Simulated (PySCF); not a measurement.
A structure optimised at ωB97X-D3(BJ)/def2-TZVP, used in a PySCF frequency run:

```xyz
9

C      1.1867     0.0000     0.1717
N      0.0000     0.0000    -0.6381
C     -1.1867     0.0000     0.1717
H      1.2142     0.8825     0.8297
H      1.2142    -0.8825     0.8297
H      2.0791     0.0000    -0.4560
H     -1.2142     0.8825     0.8297
H     -2.0791     0.0000    -0.4560
H     -1.2142    -0.8825     0.8297
```
Charge 0, spin multiplicity 2.

Task: Write its SMILES, formula and point group.

Result: C[N]C, C2H6N, C2v

Task: What are its rotational constants (standard atomic weights)?

Result: 40.058, 9.7889, 8.7188 GHz
